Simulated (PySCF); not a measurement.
# Correlation energy of Ne⁺ (neon, charge +1)

[He] 2s1 2p5 3s1, high-spin 4P determinant (an excited configuration). All numbers are calculated (PySCF 2.14, scalar relativity by spin-free X2C-1e, in aug-cc-pVTZ-DK). Frozen: 1s2; 7 electrons correlated.

| level | correlation energy (mhartree) |
| --- | --- |
| CCSD | -188.98 |
| (T) | -14.08 |
| CCSD(T) | -203.06 |

Diagnostics: T1 = 0.0090, D1 = 0.0319, largest double amplitude 0.290.

Question: Is a single reference adequate?

Answer: Not fully. The outer electron is Rydberg-like, and this basis confines it to a smaller radius and binds it less than a complete one would. A double-excitation amplitude exceeds 0.15, a sign of near-degeneracy.
